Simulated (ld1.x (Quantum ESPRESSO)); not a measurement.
# An all-electron radial function and its pseudo partner (Er)

Columns: radius, all-electron u(r) and pseudo u(r) of the 5p shell (level -40.77 eV) of erbium in the configuration [Kr] 4d10 4f12 5s2 5p6 5d0 6s0 6p0; PBE, scalar-relativistic, RRKJ scheme, ld1.x (Quantum ESPRESSO) 7.5.

```json
{"r (bohr)": "0.108", "all-electron": "-0.1386", "pseudo": "-0.0157"}
{"r (bohr)": "0.215", "all-electron": "-0.1944", "pseudo": "-0.0610"}
{"r (bohr)": "0.322", "all-electron": "0.2894", "pseudo": "-0.1329"}
{"r (bohr)": "0.430", "all-electron": "0.4726", "pseudo": "-0.2272"}
{"r (bohr)": "0.538", "all-electron": "0.3132", "pseudo": "-0.3369"}
{"r (bohr)": "0.645", "all-electron": "0.0074", "pseudo": "-0.4529"}
{"r (bohr)": "0.752", "all-electron": "-0.3070", "pseudo": "-0.5684"}
{"r (bohr)": "0.860", "all-electron": "-0.5683", "pseudo": "-0.6764"}
{"r (bohr)": "0.968", "all-electron": "-0.7554", "pseudo": "-0.7688"}
{"r (bohr)": "1.075", "all-electron": "-0.8711", "pseudo": "-0.8393"}
{"r (bohr)": "1.182", "all-electron": "-0.9295", "pseudo": "-0.8853"}
{"r (bohr)": "1.290", "all-electron": "-0.9435", "pseudo": "-0.9054"}
{"r (bohr)": "1.398", "all-electron": "-0.9249", "pseudo": "-0.8999"}
{"r (bohr)": "1.505", "all-electron": "-0.8847", "pseudo": "-0.8722"}
{"r (bohr)": "1.612", "all-electron": "-0.8306", "pseudo": "-0.8268"}
{"r (bohr)": "1.720", "all-electron": "-0.7680", "pseudo": "-0.7685"}
{"r (bohr)": "1.828", "all-electron": "-0.7020", "pseudo": "-0.7034"}
{"r (bohr)": "1.935", "all-electron": "-0.6363", "pseudo": "-0.6370"}
{"r (bohr)": "2.042", "all-electron": "-0.5725", "pseudo": "-0.5726"}
{"r (bohr)": "2.150", "all-electron": "-0.5113", "pseudo": "-0.5113"}
{"r (bohr)": "2.258", "all-electron": "-0.4542", "pseudo": "-0.4542"}
{"r (bohr)": "2.365", "all-electron": "-0.4022", "pseudo": "-0.4022"}
{"r (bohr)": "2.472", "all-electron": "-0.3548", "pseudo": "-0.3548"}
{"r (bohr)": "2.580", "all-electron": "-0.3117", "pseudo": "-0.3117"}
{"r (bohr)": "2.688", "all-electron": "-0.2730", "pseudo": "-0.2730"}
{"r (bohr)": "2.795", "all-electron": "-0.2388", "pseudo": "-0.2388"}
```

(1) How many radial nodes do the two functions have?

(2) At about which radius was the pseudo-wave matched?

(3) Is the pseudo-wave norm-conserving?

Results:

(1) The all-electron 5p function has n − l − 1 = 3 (the table is too coarse to show those close to the nucleus); the pseudo-wave has 0, since the states of the same l below it are removed with the core.

(2) 2.15 bohr. The columns agree to 0.0005 from 2.04 bohr on; several derivatives are matched, so the curves merge somewhat inside the radius.

(3) Yes: the RRKJ scheme keeps the norm inside the radius equal to the all-electron one, which fixes the energy derivative of the logarithmic derivative at the level.
